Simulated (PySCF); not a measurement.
C₂H₇NSi₂, SMILES [SiH3][C@H]1N=C[SiH2]1.

The structure is a stationary point at ωB97X-D3(BJ)/def2-SVP. The structure was generated by enumeration; whether it is a known compound was not checked.

Two levels are set side by side: TDDFT-PBE/def2-SVPD (PySCF) and TDDFT-PBE0/def2-SVPD (PySCF). Vertical, same geometry. The lowest singlet is HOMO→LUMO 99 % with PBE and HOMO→LUMO 99 % with the other functional; states are paired by order. Differences are taken from unrounded values.

```
quantity                               TDDFT-PBE0  TDDFT-PBE  TDDFT-PBE minus TDDFT-PBE0
-------------------------------------  ----------  ---------  --------------------------
lowest singlet excitation (eV)               4.13       3.94                       -0.19
lowest triplet excitation (TDA) (eV)         3.26       3.15                       -0.12
first bright state (f over 0.05) (eV)        6.60       5.88                       -0.72
its oscillator strength                      0.06       0.05                       -0.01
```

A lower first singlet is the usual sign of a functional without exact exchange. Differences between two approximate levels are no errors against the true value.

Rough cost on one machine, each run with all the roots and properties that it gave: TDDFT-PBE0 against TDDFT-PBE about 4 times.
